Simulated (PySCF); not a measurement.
## $^{29}$Si chemical shifts

Method: GIAO PBE0/pcSseg-1 shieldings, GFN2-xTB geometry, in PySCF 2.14 (rapidly exchanging positions averaged, one computed conformer, non-relativistic Hamiltonian, no solvent).

Shieldings were converted by a linear fit to measured shifts: $^{29}$Si (scatter 8.9 ppm rms, 25.8 ppm with the 6 outliers that the fit left out vs TMS, solution or neat liquid). A few per cent of atoms miss by over 2 rms, more outside the fitted compound classes.

**Question.** Give the $^{29}$Si shifts of `FC1=C(C#CCS)[SiH2]C=C1`, `COC1=C[C@@H](C(C)=O)[SiH2]C1`, `CN(C)/C([SiH3])=C\[SiH3]`, `C#C[Si@H](Cl)S[SiH2]CC`, `C=CC(=C)[SiH2]S[SiH2]Cl`, `O=S(=O)(O)C[Si@@H](O)[SiH2]S`, `C=C[SiH2]S[Si@H](Cl)C=C`, `O[SiH2]O[SiH2]S[SiH2]S`.

**Answer.** 
| compound | environment | δ (ppm) |
| --- | --- | --- |
| FC1=C(C#CCS)[SiH2]C=C1 | silicon bonded to 2 C, 2 H, in a 5-membered ring | -40.5 |
| COC1=C[C@@H](C(C)=O)[SiH2]C1 | silicon bonded to 2 C, 2 H, in a 5-membered ring | -30.5 |
| [CH3:1][N:2]([CH3:3])/[C:4]([SiH3:5])=[CH:6]\[SiH3:7] | Si5: silicon bonded to C, 3 H | -73.5 |
| [CH3:1][N:2]([CH3:3])/[C:4]([SiH3:5])=[CH:6]\[SiH3:7] | Si7: silicon bonded to C, 3 H | -79.7 |
| [CH:1]#[C:2][Si@H:3]([Cl:4])[S:5][SiH2:6][CH2:7][CH3:8] | Si3: silicon bonded to C, Cl, S, H | -24.2 |
| [CH:1]#[C:2][Si@H:3]([Cl:4])[S:5][SiH2:6][CH2:7][CH3:8] | Si6: silicon bonded to C, S, 2 H | -30.2 |
| [CH2:1]=[CH:2][C:3](=[CH2:4])[SiH2:5][S:6][SiH2:7][Cl:8] | Si7: silicon bonded to Cl, S, 2 H | -14.5 |
| [CH2:1]=[CH:2][C:3](=[CH2:4])[SiH2:5][S:6][SiH2:7][Cl:8] | Si5: silicon bonded to C, S, 2 H | -33.9 |
| [O:1]=[S:2](=[O:3])([OH:4])[CH2:5][Si@@H:6]([OH:7])[SiH2:8][SH:9] | Si6: silicon bonded to C, O, Si, H | -14.4 |
| [O:1]=[S:2](=[O:3])([OH:4])[CH2:5][Si@@H:6]([OH:7])[SiH2:8][SH:9] | Si8: silicon bonded to S, Si, 2 H | -74.0 |
| [CH2:1]=[CH:2][SiH2:3][S:4][Si@H:5]([Cl:6])[CH:7]=[CH2:8] | Si5: silicon bonded to C, Cl, S, H | -6.4 |
| [CH2:1]=[CH:2][SiH2:3][S:4][Si@H:5]([Cl:6])[CH:7]=[CH2:8] | Si3: silicon bonded to C, S, 2 H | -35.7 |
| [OH:1][SiH2:2][O:3][SiH2:4][S:5][SiH2:6][SH:7] | Si6: silicon bonded to 2 S, 2 H | -26.0 |
| [OH:1][SiH2:2][O:3][SiH2:4][S:5][SiH2:6][SH:7] | Si4: silicon bonded to O, S, 2 H | -30.4 |
| [OH:1][SiH2:2][O:3][SiH2:4][S:5][SiH2:6][SH:7] | Si2: silicon bonded to 2 O, 2 H | -34.5 |
